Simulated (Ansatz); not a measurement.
Reactions of C2H7NOSn (`C[O][SnH2][CH]=N`).

Calculated with Ansatz (gas phase, PBE0-D4/def2-TZVP geometries, no zero-point term in ΔE). CBS: MP2 limit from def2 TZ/QZ plus the TZ coupled-cluster correction, frozen cores. This one scheme is used for every species. Functionals use def2-TZVPP. Elements past krypton have def2 core potentials. For Se, Sn outer-core shells are correlated without core-valence functions, which leaves a few kJ/mol of doubt a bond. Scalar relativity is left out up to krypton. Each species was taken in one conformer, which may not be the lowest.

```
                                                            reaction  CCSD/CBS(def2) (eV)  PBE-D4 (eV)
   `C[O][SnH2][CH]=N` + `C=C/C=C\O` → `C[O][SnH2][OH]` + `C=CC=CC=N`                -1.21        -1.02
                 `C[O][SnH2][CH]=N` + H₂O → `C[O][SnH2][OH]` + `C=N`                -0.44        -0.33
`C[O][SnH2][CH]=N` + `COC(O)[SeH]` → `C[O][SnH2][SeH]` + `COC(O)C=N`                -1.68        -1.53
             `C[O][SnH2][CH]=N` + `OCS` → `N=[CH][SnH3]` + `COC(O)S`                 0.65         0.54
                        `C[O][SnH2][CH]=N` → `C=[N][SnH]([CH3])[OH]`                -1.22        -1.05
```

Q: Give the CCSD(T)/CBS values in the same order. (Estimate.)

A: Ansatz gave: -1.19, -0.41, -1.64, 0.65, -1.23 eV.

Largest T1 diagnostic: 0.014, for `C[O][SnH2][CH]=N`.
